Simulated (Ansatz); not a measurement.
**Cost against result**

Saddle point of GePH$_{7}$, closed shell (GeH₄ + PH₃ → GePH₅ ([PH2][GeH3]) + H₂; bonds formed: Ge1–P7, H2–H6; bonds broken: Ge1–H2, H6–P7), PBE0-D4/def2-TZVP structure:

Ge1  (-0.871, 0.783, -0.292)
H2  (-0.701, -1.082, -0.326)
H3  (-1.526, 0.722, -1.694)
H4  (-1.928, 0.825, 0.821)
H5  (-0.084, 2.111, -0.293)
H6  (-0.024, -1.616, 0.301)
P7  (1.107, -0.557, 0.759)
H8  (2.461, -0.472, 1.293)
H9  (1.565, -0.714, -0.569)
(Å)

Barriers are electronic and count from the start structure reached by relaxing down the imaginary mode.

Ansatz 0.2.0; basis: as named in each row; cores frozen in the correlated methods. Filled d shells of the heavier atoms are correlated. The def2 sets are not built for correlating such inner shells, so the correlated values are less sure here. B3LYP uses VWN-RPA correlation. Extrapolation: Hartree–Fock as exp(−7.88 √X), correlation as X^−2.97.

Times are rough, for one single point on 2 threads of a shared host (Arm Neoverse V1).

The estimate by CCSD(T) at an estimated basis limit (MP2 extrapolated from triple and quadruple zeta, plus CCSD(T) − MP2 in triple zeta) is 268.7 kJ/mol.

```json
{"method": "HF", "basis": "STO-3G", "time (s)": "under 1", "barrier (kJ/mol)": "502.8", "method less estimate": "234.1"}
{"method": "SPW92", "basis": "def2-SVP", "time (s)": "under 1", "barrier (kJ/mol)": "188.9", "method less estimate": "-79.9"}
{"method": "PBE-D4", "basis": "STO-3G", "time (s)": "under 1", "barrier (kJ/mol)": "319.5", "method less estimate": "50.7"}
{"method": "PBE-D4", "basis": "def2-SVP", "time (s)": "under 1", "barrier (kJ/mol)": "214.2", "method less estimate": "-54.5"}
{"method": "B3LYP-D4", "basis": "6-31G", "time (s)": "1", "barrier (kJ/mol)": "253.4", "method less estimate": "-15.3"}
{"method": "SPW92", "basis": "def2-TZVPP", "time (s)": "1", "barrier (kJ/mol)": "188.4", "method less estimate": "-80.4"}
{"method": "PBE0-D4", "basis": "def2-SVP", "time (s)": "1", "barrier (kJ/mol)": "243.6", "method less estimate": "-25.2"}
{"method": "PBE-D4", "basis": "def2-TZVPP", "time (s)": "2", "barrier (kJ/mol)": "211.8", "method less estimate": "-57.0"}
{"method": "BLYP-D4", "basis": "def2-TZVPP", "time (s)": "2", "barrier (kJ/mol)": "232.2", "method less estimate": "-36.5"}
{"method": "BHLYP-D4", "basis": "def2-TZVPP", "time (s)": "2", "barrier (kJ/mol)": "285.9", "method less estimate": "17.2"}
{"method": "CCSD(T)", "basis": "def2-SVP", "time (s)": "3", "barrier (kJ/mol)": "292.5", "method less estimate": "23.8"}
{"method": "PBE0-D4", "basis": "def2-TZVPP", "time (s)": "3", "barrier (kJ/mol)": "238.7", "method less estimate": "-30.0"}
{"method": "B3LYP-D4", "basis": "def2-TZVPP", "time (s)": "3", "barrier (kJ/mol)": "253.3", "method less estimate": "-15.5"}
{"method": "CAM-B3LYP-D4", "basis": "def2-TZVPP", "time (s)": "3", "barrier (kJ/mol)": "274.6", "method less estimate": "5.9"}
{"method": "r2SCAN-D4", "basis": "def2-TZVPP", "time (s)": "4", "barrier (kJ/mol)": "235.4", "method less estimate": "-33.3"}
{"method": "RPA on PBE", "basis": "def2-TZVPP", "time (s)": "4", "barrier (kJ/mol)": "272.9", "method less estimate": "4.1"}
{"method": "r2SCAN0-D4", "basis": "def2-TZVPP", "time (s)": "5", "barrier (kJ/mol)": "253.8", "method less estimate": "-15.0"}
{"method": "B2PLYP", "basis": "def2-TZVPP", "time (s)": "6", "barrier (kJ/mol)": "266.8", "method less estimate": "-1.9"}
{"method": "PBE-QIDH", "basis": "def2-TZVPP", "time (s)": "6", "barrier (kJ/mol)": "263.0", "method less estimate": "-5.8"}
{"method": "wB97M-V", "basis": "def2-SVP", "time (s)": "6", "barrier (kJ/mol)": "272.5", "method less estimate": "3.8"}
{"method": "wB97X-V", "basis": "def2-TZVPP", "time (s)": "8", "barrier (kJ/mol)": "278.5", "method less estimate": "9.8"}
{"method": "wB97M-V", "basis": "def2-TZVPP", "time (s)": "10", "barrier (kJ/mol)": "270.0", "method less estimate": "1.2"}
{"method": "B97M-V", "basis": "def2-TZVPP", "time (s)": "10", "barrier (kJ/mol)": "246.2", "method less estimate": "-22.6"}
{"method": "MP2", "basis": "def2-QZVPP", "time (s)": "19", "barrier (kJ/mol)": "265.5", "method less estimate": "-3.3"}
{"method": "CCSD(T)", "basis": "def2-TZVPP", "time (s)": "53", "barrier (kJ/mol)": "271.7", "method less estimate": "3.0"}
```

All methods are single points on the PBE0-D4 structures.

The T1 diagnostic stays at or below 0.013.

Labels in which every atom is bracketed show which atoms are joined, not bond orders.
